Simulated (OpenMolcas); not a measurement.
## Nb2+ in a point-charge field

Nb2+ among 6 point charges of -1.5 e arranged as an octahedron (Oh), 2.37 Å from the ion.

```yaml
Program: OpenMolcas
Method: CASSCF
Basis: ANO-RCC-VDZP [6s5p3d1f]
Scalar_Hamiltonian: DKH2, point nucleus
Active_space: 3 electrons in 5 orbitals (4d)
State_averaging: 2S+1 = 4 even, 10 roots; 2S+1 = 2 even, 40 roots
Spin-orbit_coupling: RASSI with atomic mean-field integrals over the reference wave functions
```

The lowest spin-free states (labels of O, the rotations of Oh), above the lowest:

```json
{"State": "4A2", "Degeneracy": "1", "E (cm-1)": "0.0", "Free-ion L (%)": "F (100)"}
{"State": "4T2", "Degeneracy": "3", "E (cm-1)": "8654", "Free-ion L (%)": "F (100)"}
{"State": "2E", "Degeneracy": "2", "E (cm-1)": "12158", "Free-ion L (%)": "G (65)"}
{"State": "2T1", "Degeneracy": "3", "E (cm-1)": "12795", "Free-ion L (%)": "G (46)"}
{"State": "4T1", "Degeneracy": "3", "E (cm-1)": "14096", "Free-ion L (%)": "F (77)"}
{"State": "2T2", "Degeneracy": "3", "E (cm-1)": "17163", "Free-ion L (%)": "D (46)"}
{"State": "2A1", "Degeneracy": "1", "E (cm-1)": "18898", "Free-ion L (%)": "G (100)"}
{"State": "2T2", "Degeneracy": "3", "E (cm-1)": "21383", "Free-ion L (%)": "G (57)"}
{"State": "2T1", "Degeneracy": "3", "E (cm-1)": "21535", "Free-ion L (%)": "H (50)"}
{"State": "4T1", "Degeneracy": "3", "E (cm-1)": "22583", "Free-ion L (%)": "P (77)"}
{"State": "2E", "Degeneracy": "2", "E (cm-1)": "22779", "Free-ion L (%)": "H (51)"}
{"State": "2T1", "Degeneracy": "3", "E (cm-1)": "25974", "Free-ion L (%)": "H (41)"}
{"State": "2T2", "Degeneracy": "3", "E (cm-1)": "30500", "Free-ion L (%)": "D (51)"}
{"State": "2T1", "Degeneracy": "3", "E (cm-1)": "30827", "Free-ion L (%)": "H (71)"}
{"State": "2A2", "Degeneracy": "1", "E (cm-1)": "32338", "Free-ion L (%)": "F (100)"}
{"State": "2T2", "Degeneracy": "3", "E (cm-1)": "34026", "Free-ion L (%)": "F (54)"}
{"State": "2E", "Degeneracy": "2", "E (cm-1)": "36476", "Free-ion L (%)": "D (51)"}
{"State": "2T1", "Degeneracy": "3", "E (cm-1)": "38544", "Free-ion L (%)": "F (79)"}
{"State": "2E", "Degeneracy": "2", "E (cm-1)": "50674", "Free-ion L (%)": "D (83)"}
{"State": "2T2", "Degeneracy": "3", "E (cm-1)": "53074", "Free-ion L (%)": "D (87)"}
```

The lowest levels with spin-orbit coupling:

```tsv
E (cm-1)	Degeneracy	Label	2S+1	g
0.0	4	Γ8	4	
8506	2	Γ7	4	2.76 2.76 2.76
8572	4	Γ8	4	
8701	4	Γ8	4	
8812	2	Γ6	4	2.48 2.48 2.48
12227	4	Γ8	2	
12597	4	Γ8	2 (89 %)	
12934	2	Γ6	2	0.42 0.42 0.42
13823	2	Γ7	4	1.12 1.12 1.12
13943	4	Γ8	4	
14574	4	Γ8	4 (90 %)	
14577	2	Γ6	4	3.82 3.82 3.82
17238	4	Γ8	2	
17554	2	Γ7	2	1.55 1.55 1.55
19073	2	Γ6	2	2.62 2.62 2.62
21210	2	Γ6	2	0.20 0.20 0.20
21373	2	Γ7	2	0.24 0.24 0.24
21430	4	Γ8	2 (77 %)	
21445	4	Γ8	2	
22486	4	Γ8	4 (56 %)
```

Powder χT (cm3 K/mol): 1.57 at 2 K, 1.57 at 10 K, 1.58 at 50 K, 1.59 at 100 K, 1.61 at 200 K, 1.64 at 300 K. The effective moment at 300 K is 2.828 √(χT) = 3.62 μB.

The lowest level has 2S+1 = 4, for which the spin-only value is χT = S(S+1) / 2 = 1.875 cm3 K/mol (g = 2). The computed 1.636 at 300 K differs by -0.239, through orbital momentum, spin-orbit coupling and any other state in reach.

Without dynamic correlation the repulsion within the d shell is too large (B by tens of per cent), so at a given field states of lower spin stand too high. Point charges carry no covalency, so the field is a model and not that of real ligands. No measured value stands beside these numbers.
